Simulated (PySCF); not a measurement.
Computed IR spectrum (relative IR intensity) of a molecule C2H4FNOSi. Geometry: r2SCAN-D4/def2-SVP. The values are those of a single conformer. Level of theory: r2SCAN-D4/def2-SVP (PySCF). Frequencies are harmonic and unscaled.

```csv
ν (cm⁻¹),relative intensity
76,12
267,5.0
326,40
382,36
485,5.0
572,4.0
607,13
751,34
762,9.3
806,76
891,99
900,12
925,42
988,24
1087,84
1282,9.7
1329,11
1591,6.8
2228,100
3060,15
3117,14
3856,63
```

Identify the compound among the candidates.
A. F[C@@H]1N=CO[SiH2]1
B. O[Si@@H]1C=N[C@@H]1F
C. N#CO[SiH2]CF
D. O=C=N[SiH2]CF

B, O[Si@@H]1C=N[C@@H]1F
